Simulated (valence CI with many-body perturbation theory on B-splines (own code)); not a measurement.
# Which ion has this spectrum?

A relativistic CI+MBPT calculation for an atom or ion with 5 electrons gives these levels (eV):

```tsv
J	Parity	E	g
1/2	odd	0.0	0.64
1/2	even	182.4	2.13
3/2	odd	490.8	1.31
3/2	even	618.0	1.65
5/2	even	651.9	1.34
1/2	even	705.7	1.23
3/2	even	706.4	0.97
3/2	odd	899.8	1.34
5/2	even	1126.8	1.41
1/2	even	1207.2	1.90
3/2	even	1208.2	1.19
3/2	odd	1355.5	1.44
5/2	odd	1376.1	1.18
1/2	odd	1417.9	0.64
```

The energies are calculated, and their last digits are not significant.

**Question.** Which is it?
A. Pm56+
B. Ce53+
C. Cs50+
D. La52+

**Answer.** B. Ce53+, ground level (2s^2 2p1/2) J=1/2.
